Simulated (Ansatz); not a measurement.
A structure relaxed at B3LYP-D4/def2-SVP in Ansatz, charge 0, singlet:

```xyz
6

Li   -1.854   -0.925   -0.822
Li    2.255    0.199   -1.455
Si    0.137   -0.439    2.022
Si    0.392    1.373   -0.402
Si    0.520   -1.066   -0.165
Si   -1.450    0.857    0.821
```

Give its formula.

the cluster Li₂Si₄ (the lowest singlet isomer of a short search).

Summarise the bond lengths by kind (pairs closer than 1.2 times the sum of covalent radii, bridged metal pairs left out).

4 × Si–Si 2.27 to 2.45 Å; 4 × Li–Si 2.44 to 2.50 Å.

The restricted singlet is unstable towards broken spin symmetry in Hartree–Fock (as tested in another run); at B3LYP-D4/def2-SVP this wasn't settled. The structure comes from a short search, and lower isomers may exist.
